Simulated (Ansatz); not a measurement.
`[OH][Zr]([F])([F])[F]` + `[SeH][SiH2]Br` → `[F][Zr]([F])([F])[Br]` + `O[SiH2][SeH]`  (redistribution)

Isolated molecules relaxed with PBE0-D4/def2-TZVP in Ansatz; ΔE leaves out vibrations. CCSD(T)/CBS is the MP2 limit (def2-TZVPP, def2-QZVPP) plus CCSD(T) − MP2 in def2-TZVPP, frozen cores. Functionals use def2-TZVPP. B3LYP here is the variant with VWN-RPA as its local correlation; programs differ in this. def2 core potentials past Kr. For Br, Se, Zr outer-core shells are correlated without core-valence functions, which leaves a few kJ/mol of doubt a bond. Scalar relativity is left out up to krypton. Each species was taken in one conformer, which may not be the lowest.

```tsv
level	ΔE (kcal/mol)	difference from CCSD(T)/CBS
BLYP-D4	-5.3	0.4
B97M-V	-7.5	-1.8
r2SCANh-D4	-6.8	-1.1
r2SCAN	-6.9	-1.2
B3LYP	-6.3	-0.6
r2SCANh	-6.9	-1.2
r2SCAN0	-6.9	-1.2
CCSD/def2-SVP	-1.0	4.7
HF/def2-TZVPP	-8.5	-2.8
CCSD/CBS(def2)	-5.5	0.2
CCSD(T)/CBS	-5.7	0
```

Largest T1 diagnostic among the species: 0.017.

In def2-TZVPP, CCSD(T) changes the Hartree–Fock value by +1.7 kcal/mol (the triples alone add −0.1 kcal/mol) and MP2 by +2.2 kcal/mol. At CCSD(T), def2-SVP lies +4.3 kcal/mol from the extrapolated value and def2-TZVPP −1.1 kcal/mol. Leaving LDA and LC-ωPBE aside and taking each functional with its dispersion term where it has one, the values, not all of them listed here, spread over 2.9 kcal/mol, from B97M-V to revPBE-D4.
